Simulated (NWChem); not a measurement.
System: GaH$_{3}$O; SMILES [OH][GaH2]

All runs: NWChem. Each level has its own optimisation; frequencies are unscaled.

```tsv
level	r Ga–O (Å)	r H–O (Å)	highest harmonic frequency (cm⁻¹)	lowest (cm⁻¹)	zero-point energy (kcal/mol)	dipole (D)
Hartree-Fock/STO-3G	1.540	0.968	4416	344	18.5	1.54
B3LYP/3-21G	1.730	0.985	3609	516	16.2	1.61
Hartree-Fock/3-21G	1.719	0.955	4029	455	17.0	1.46
PBE-D3(BJ)/def2-SVP	1.806	0.975	3736	476	16.2	1.41
```
